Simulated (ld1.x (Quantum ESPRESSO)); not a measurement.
**Transferability test, TM potential for Cr**

* Element: Cr
* Generator: ld1.x (Quantum ESPRESSO) 7.5
* Type: norm-conserving Troullier–Martins (Kleinman–Bylander form)
* Functional: PW91
* Relativity: non-relativistic
* Frozen core: [Ar]
* Valence charge: 6
* Reference configuration: 3d5 4s1 4p0
* Partial waves: 4s (bound): rc 2.65 bohr; 4p (bound, empty): rc 3.95 bohr; 3d (bound): rc 2.15 bohr
* Local potential: all-electron potential smoothed inside 2.35 bohr (lloc = -1)
* Core correction: none

Energies are relative to the spin-unpolarised reference configuration 3d5 4s1 4p0; without spin polarisation the order of configurations can differ from experiment.

```csv
valence configuration,charge,ΔE all-electron (eV),error AE − PS (meV)
3d5 4s0 4p0,+1,6.811,+18
3d3 4s0 4p0,+3,54.071,-22
3d6 4s0 4p0,0,1.572,-31
3d5.5 4s0.5 4p0,0,0.639,-9.1
3d2 4s0 4p0,+4,102.808,+315
```

(1) What are ΔE and the potential's error for 3d4 4s0 4p0?

(2) What are ΔE and the potential's error for 3d4 4s2 4p0?

Levels in the configuration 3d3 4s0 4p0:

| level | all-electron (eV) | pseudo (eV) |
| --- | --- | --- |
| 3d | -39.454 | -39.446 |

Results:

(1) ΔE = 23.039 eV all-electron; the error (AE − PS) is +35 meV.

(2) ΔE = 0.141 eV all-electron; the error (AE − PS) is -35 meV.

These tests converged, but a pseudo level misses the all-electron one widely, so the file describes the atom poorly there or has found another state: 3d2 4s0 4p0: empty 4s by 4.5 eV (a node warning on the way). ld1.x printed “convergence not achieved” for 2 of the counted tests; their residual had stalled under 1e-8, short of the target of 1e-14.
